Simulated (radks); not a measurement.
Charge is removed step by step from the 4d5/2 level of Cd, starting from [Kr] 4d(3/2: 4, 5/2: 6) 5s2. All-electron calculation, Dirac Kohn-Sham, PBEsol, spin-unpolarised, spherical densities, finite nucleus; Fermi nuclear charge, rms radius 4.6087 fm. Program: a radial shooting solver on a logarithmic mesh with Libxc functionals.

| removed (e) | E - E(0) (eV) | eigenvalue (eV) | E minus straight line (eV) |
|---|---|---|---|
| 0 | 0.000 | -11.452 | 0.000 |
| 0.125 | 1.524 | -12.931 | -0.686 |
| 0.25 | 3.234 | -14.448 | -1.185 |
| 0.375 | 5.137 | -16.001 | -1.491 |
| 0.5 | 7.236 | -17.589 | -1.602 |
| 0.625 | 9.536 | -19.209 | -1.512 |
| 0.75 | 12.040 | -20.860 | -1.217 |
| 0.875 | 14.752 | -22.541 | -0.715 |
| 1 | 17.676 | -24.251 | 0.000 |

Removing the whole electron costs 17.676 eV by Delta-SCF, against 11.452 eV from minus the eigenvalue at the starting occupation. Slater's transition state (half an electron removed) gives 17.589 eV. Integrating minus the eigenvalue over the occupation (Janak's theorem) gives 17.676 eV. The mean slope of the eigenvalue, de/dn, is 12.8 eV per electron.
